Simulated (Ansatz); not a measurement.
Consider the atomization: `[CH3][Al]([CH3])[SeH]` → Al• + 2 C• + 7 H• + Se•.

Computed with Ansatz on PBE0-D4/def2-TZVP structures; ΔE is electronic, products minus reactants. CBS: MP2 limit from def2 TZ/QZ plus the TZ coupled-cluster correction, frozen cores. This one scheme is used for every species, atoms too. DFT in def2-TZVPP. Open shells (•) are unrestricted, without spin–orbit coupling. Spin–orbit coupling would lower the free atoms: a little for Al, C; clearly for Se. For Se outer-core shells are correlated without core-valence functions, so the limit isn't a true one: a few kJ/mol of doubt a bond, and 10 to 20 or more in all where bonds break to atoms. Scalar relativity is left out up to krypton. Each species was taken in one conformer, which may not be the lowest.

`[CH3][Al]([CH3])[SeH]`:

Cartesian coordinates in Å:
```
C -0.679 -0.577 1.450
Al -0.052 0.318 -0.165
C 1.219 -0.464 -1.417
Se -0.841 2.446 -0.696
H -1.209 0.092 2.131
H -1.362 -1.393 1.189
H 0.155 -1.028 1.996
H 1.387 0.162 -2.297
H 2.189 -0.625 -0.934
H 0.876 -1.445 -1.762
H -1.682 2.514 0.506
```

| level | ΔE (kJ/mol) |
| --- | --- |
| BLYP | 3712.8 |
| MP2/def2-TZVPP | 3733.0 |

(1) What does CCSD(T)/CBS give? (Best estimate.)

Largest T1 diagnostic among the species: 0.018.

## Answers

(1) Computed: +3803.2 kJ/mol. The listed levels differ from it by -90.4, -70.2 kJ/mol.

The D4 term adds +32.7 kJ/mol with B3LYP and +17.5 kJ/mol with PBE0; it sums over pairs of atoms, weighted by their polarisabilities, and B3LYP, whose exchange is more repulsive, gets the larger term. In def2-TZVPP, CCSD(T) changes the Hartree–Fock value by +850.1 kJ/mol (the triples alone add +44.5 kJ/mol) and MP2 by +870.3 kJ/mol; breaking electron pairs costs correlation energy, which Hartree–Fock lacks.

B3LYP here is the variant with VWN-RPA as its local correlation; programs differ in this.

For atomizations the MP2-based limit and the directly extrapolated one differ by several kJ/mol either way, and by 10 to 25 for some Ge, Se and Sn compounds, so smaller differences from it don't rank the levels.
